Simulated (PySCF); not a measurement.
Ba³⁷⁺: ionisation energy

Ba³⁷⁺ [Ar] 3d1 [3d3/2^1, M_J = 3/2] → Ba³⁸⁺ [Ar], as a difference of total energies. Calculation: PySCF 2.14, in an even-tempered Gaussian basis (16 s from 7.3 bohr⁻², ratio 2.8; 12 p from 9.5 bohr⁻², ratio 2.8; 8 d from 9.5 bohr⁻², ratio 2.8; 3 f from 29 bohr⁻², ratio 3); the two-component X2C-1e Hamiltonian. Correlated levels: [Ne] frozen; the 74 highest virtual spinors dropped. "Screened" scales the spin-orbit matrix elements by Boettger's factors to mimic the two-electron term; Breit and QED terms are absent.

```
                    method  ionisation energy (eV)
           GHF (spin-free)                  2535.5
          GMP2 (spin-free)                  2535.2
 GHF (screened spin-orbit)                  2547.6
GMP2 (screened spin-orbit)                  2547.2
```

Breit and QED terms and the two-electron picture change are absent.

The spin-free rows lack the spin-orbit shift.

For comparison: 2547 ± 4 eV (theoretical estimate listed by NIST; NIST Atomic Spectra Database, ionization energies).
